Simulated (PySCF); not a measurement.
# Exercise with solution: chemical shift, span and skew from a shielding tensor

Al(All)(F)(OH) (C3H6AlFO), SMILES C=C[CH2][Al]([OH])[F]. Atoms are numbered in the order given.

```xyz
12

Al     0.3544     0.4869     0.4838
C     -0.1151    -1.3848     0.6554
C     -1.0615    -1.3109    -0.5032
C     -0.7140    -1.2169    -1.7991
H     -0.6022    -1.6915     1.5886
H      0.7560    -2.0249     0.4496
H     -2.1271    -1.2267    -0.2527
H      0.3312    -1.2783    -2.1226
H     -1.4701    -1.0965    -2.5780
F      1.6875     0.9075    -0.4274
O     -0.6042     1.7064     1.1688
H     -0.5047     2.6451     1.0038
```

Geometry optimised at PBE0-D3(BJ)/def2-SVP. The structure was generated by enumeration; whether it is a known compound was not checked. The values are those of a single conformer.

GIAO shieldings from PBE/pcSseg-1 run with PySCF, non-relativistic, no solvent. The symmetric part of the tensor of C4 has the principal values -47.4, 78.2, 152.9 ppm. The same nucleus in TMS has σ = 182.0 ppm at this level (PySCF, at its B3LYP-D3(BJ)/def2-TZVP geometry).

Q: Work out the isotropic shielding, the ¹³C shift against TMS, the span and the skew.

A: 
σ(iso) = (σ11 + σ22 + σ33)/3 = 61.2 ppm. δ = σ(ref) − σ(iso) = 182.0 − (61.2) = 120.8 ppm.
Span Ω = σ33 − σ11 = 200.3 ppm. Skew κ = 3(σ(iso) − σ22)/Ω = -0.25. Tumbling in solution averages the tensor to δ; in a static solid the shielding alone would spread this spin-1/2 line over Ω.
